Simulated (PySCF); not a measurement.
## [CeCl2]2+ at several levels of theory

Computed with PySCF 2.14.0 (density fitting, no spin-orbit coupling) at the geometry relaxed with PBE0:

```xyz
3
[CeCl2]2+ (singlet)
Ce    0.0000    0.0000   -0.2405
Cl    2.1540    0.0000    0.6460
Cl   -2.1540    0.0000    0.6460
```

| level | basis | state | HOMO (eV) | gap (eV) | charge on Ce1 (e) | population of f-type functions on Ce1 (core shells left out) | dipole about the centre of mass (D) | largest force component (eV/Å) |
| --- | --- | --- | --- | --- | --- | --- | --- | --- |
| PBE0 | Ce def2-SVP with ECP28, Cl def2-SVP | singlet | -20.67 | 3.97 | 1.58 | 0.95 | 2.68 | 0.01 |
| wB97X | the same | singlet | -23.04 | 8.62 | 1.63 | 0.93 | 2.91 | 0.27 |
| PBE0 | Ce def2-TZVP with ECP28, Cl def2-TZVP | singlet | -20.49 | 3.96 | 1.75 | 0.98 | 2.52 | 0.05 |

Charges are Mulliken's, which hang on the basis. The relaxation used the grid (50, 194), these runs (75, 302) or, all-electron (x2c bases, spin-free X2C Hamiltonian), (99, 590).

Problem. What does TPSSh with Ce def2-SVP with ECP28, Cl def2-SVP give here?

Solution. state singlet, HOMO (eV) -19.96, gap (eV) 2.39, charge on Ce1 (e) 1.59, population of f-type functions on Ce1 (core shells left out) 1.02, dipole about the centre of mass (D) 2.59, largest force component (eV/Å) 0.51. Time: 5.5 s on 2 threads of Arm Neoverse V2 (shared host), from an already converged density.

In the first row's basis the gap widens with exact exchange: 2.4 to 4.0 eV for TPSSh, PBE0 (a fixed share); 8.6 eV for wB97X (rising or full at long range).

A frequency check found unstable modes (1, the lowest at -36 cm⁻¹), so the relaxed geometry is a saddle point, or these are noise. No other spin state of this charge was computed.
